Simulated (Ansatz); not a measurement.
`O[CH2][InH][I]` + H₂ → `[InH2][I]` + CH₃OH at 700 K and 1 bar (hydrogenolysis of the In–C bond).

Isolated molecules relaxed with PBE0-D4/def2-TZVP in Ansatz; ΔE leaves out vibrations. CCSD(T)/CBS adds triple-zeta CCSD(T) − MP2 to the extrapolated MP2 energy (def2 sets, frozen cores). This one scheme is used for every species. def2 core potentials past Kr. For I, In outer-core shells are correlated without core-valence functions, which leaves a few kJ/mol of doubt a bond. Each species was taken in one conformer, which may not be the lowest.

| species | CCSD(T)/CBS energy (Eh) | H − E (kJ/mol) | S (J/(mol·K)) |
| --- | --- | --- | --- |
| `O[CH2][InH][I]` | -602.91085 | 193.2 | 466.3 |
| H₂ | -1.17544 | 46.8 | 155.3 |
| `[InH2][I]` | -488.48444 | 71.4 | 349.5 |
| CH₃OH | -115.61712 | 170.8 | 288.5 |

H − E and S are ideal-gas, rigid-rotor, harmonic terms from PBE0-D4/def2-TZVP, for one conformer and one mirror image of each species. The MP2-based limit puts H₂ 0.8 mEh under its directly extrapolated value; such offsets cancel only in part. 1 Eh = 2625.50 kJ/mol, R = 8.31446 J/(mol·K).

Question: By hand: ΔE, ΔH, ΔS and ΔG.

Answer: ΔE = (-488.48444) + (-115.61712) − (-602.91085) − (-1.17544) = -0.01527 Eh = -40.1 kJ/mol. Δ(H − E) = 71.4 + 170.8 − 193.2 − 46.8 = 2.2, so ΔH = -37.9 kJ/mol. ΔS = 349.5 + 288.5 − 466.3 − 155.3 = 16.4 J/(mol·K). ΔG = -37.9 − 700 × (16.4)/1000 = -49.4 kJ/mol.

Question: By hand: the equilibrium constant, and the temperature at which ΔG would vanish if ΔH and ΔS stayed fixed.

Answer: log₁₀ K = −ΔG/(RT ln 10) = 3.7. ΔH and −TΔS have one sign here, so there is no such temperature.

ΔH outweighs TΔS. A doubt of 5 kJ/mol in ΔE shifts log₁₀ K by 0.4 here. Other conformers and mirror images would add mixing entropy, several J/(mol·K) or more a flexible species. These are equilibria of isolated gas molecules and say nothing of rates. Largest T1 diagnostic: 0.012 (customary marks: 0.02 for closed shells, 0.045 for open ones).
